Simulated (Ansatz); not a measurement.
`C#[C][GeH]([CH3])[F]` + H₂ → `C#[C][GeH2][CH3]` + H–F at 298.15 K and 1 bar (hydrogenolysis of a Ge–F bond).

Gas-phase electronic energies from Ansatz, PBE0-D4/def2-TZVP geometries. CCSD(T)/CBS adds triple-zeta CCSD(T) − MP2 to the extrapolated MP2 energy (def2 sets, frozen cores). This one scheme is used for every species. For Ge outer-core shells are correlated without core-valence functions, which leaves a few kJ/mol of doubt a bond. Scalar relativity is left out up to krypton.

```csv
species,CCSD(T)/CBS energy (Eh),H − E (kJ/mol),S (J/(mol·K))
`C#[C][GeH]([CH3])[F]`,-2293.05688,195.0,353.7
H₂,-1.17544,35.1,130.4
`C#[C][GeH2][CH3]`,-2193.82018,206.5,330.2
H–F,-100.39570,33.5,173.6
```

H − E and S are ideal-gas, rigid-rotor, harmonic terms from PBE0-D4/def2-TZVP, for one conformer and one mirror image of each species. The MP2-based limit puts H₂ 0.8 mEh under its directly extrapolated value; such offsets cancel only in part. 1 Eh = 2625.50 kJ/mol, R = 8.31446 J/(mol·K).

Task: By hand: ΔE, ΔH, ΔS and ΔG.

Result: ΔE = (-2193.82018) + (-100.39570) − (-2293.05688) − (-1.17544) = 0.01644 Eh = 43.2 kJ/mol. Δ(H − E) = 206.5 + 33.5 − 195.0 − 35.1 = 9.9, so ΔH = 53.1 kJ/mol. ΔS = 330.2 + 173.6 − 353.7 − 130.4 = 19.7 J/(mol·K). ΔG = 53.1 − 298.15 × (19.7)/1000 = 47.2 kJ/mol.

Task: By hand: the equilibrium constant, and the temperature at which ΔG would vanish if ΔH and ΔS stayed fixed.

Result: log₁₀ K = −ΔG/(RT ln 10) = -8.3. ΔG = 0 at ΔH/ΔS = 2695 K, far beyond where these terms or the molecules hold.

ΔH outweighs TΔS. A doubt of 5 kJ/mol in ΔE shifts log₁₀ K by 0.9 here. Other conformers and mirror images would add mixing entropy, several J/(mol·K) or more a flexible species. These are equilibria of isolated gas molecules and say nothing of rates. Largest T1 diagnostic: 0.012 (customary marks: 0.02 for closed shells, 0.045 for open ones).
